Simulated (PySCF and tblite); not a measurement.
Results of a calculation; reference values are marked as such.
C8H4Cl2O2, numbered as in [cH:1]1[cH:2][o:3][c:4](-[c:7]2[o:8][cH:9][c:10]([Cl:11])[cH:12]2)[c:5]1[Cl:6]. Level: PBE0-D3(BJ)/pcSseg-1//GFN2-xTB, thermal terms from GFN2-xTB, symmetry numbers and mirror pairs counted. Conformers within 2.5 kcal/mol (GFN2-xTB free energy) were kept, 7 at most. GIAO shieldings: PBE0/pcSseg-1. Shifts are against TMS (¹H), TMS (¹³C) at the same level. Codes: tblite and PySCF.

Torsions listed: O3–C4–C7–O8.

```csv
conformer,shape,point group,mirror pair,ΔE(DFT),Δ(G−E) at 298.15 K,δ H12 (ppm)
1,0°,Cs,no,0.00,0.00,7.37
2,180°,Cs,no,0.23,-0.02,6.90
```

Energies in kcal/mol; the thermal term leaves out symmetry numbers and mirror images.

**Question.** Work out the weights at 298.15 K and the ¹H shift of H12 under fast exchange.

**Answer.** RT = 0.592 kcal/mol. Each conformer gets RT ln(σ/g), with σ the rotational symmetry number and g = 2 for a mirror pair: 1: σ = 1, g = 1, G = 0.00 + 0.00 + 0.00 = 0.00, 0.00 above the lowest, exp(−ΔG/RT) = 1.000; 2: σ = 1, g = 1, G = 0.23 − 0.02 + 0.00 = 0.21, 0.21 above the lowest, exp(−ΔG/RT) = 0.700. The sum is 1.700, so the weights are 58.8, 41.2 %. The averaged shift is 7.18 ppm. At 298.15 K the leading conformer alone gives 7.37 ppm and bare DFT energies give 7.18 ppm.


Conformer gaps in pcSseg-1 on xTB geometries can be 2 kcal/mol off for S=O, P=O and other polar bonds.